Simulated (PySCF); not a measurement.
# Radial density of Pb (lead, neutral)

B3LYP, [Xe] 4f14 5d10 6s2 6p2, high-spin 3P determinant. All numbers are calculated (PySCF 2.14, a scalar-relativistic core potential, in cc-pVTZ-PP with ECP60MDF (5s4p3d1f, 39 functions)). This is the valence pseudo-density: the core potential removes the inner electrons and smooths the orbitals near the nucleus.

```tsv
r (bohr)	4πr²ρ (e/bohr)	4πr²(ρα − ρβ)
0.0194	1.732e-05	0.0000
0.0326	3.365e-05	0.0000
0.0549	5.114e-05	0.0000
0.0924	0.0001679	0.0000
0.155	0.001683	0.0000
0.261	0.03606	0.0002
0.439	1.486	0.0113
0.739	16.76	0.0987
1.24	14.35	-0.0305
2.09	3.679	0.6042
3.52	0.8897	0.5745
5.92	0.09195	0.0855
9.95	0.001167	0.0012
```

Energies and moments cover only the electrons outside the core potential. Spin-orbit coupling is strong in this species (close to jj coupling), so the high-spin LS determinant is a model state, not a physical level.

**Question.** Where is the radial spin density 4πr²(ρα − ρβ) most negative, and why is it negative at all?

**Answer.** Around r = 1.24 bohr, down to -0.0305 e/bohr: exchange with the open shell polarises the paired shells in an unrestricted calculation.
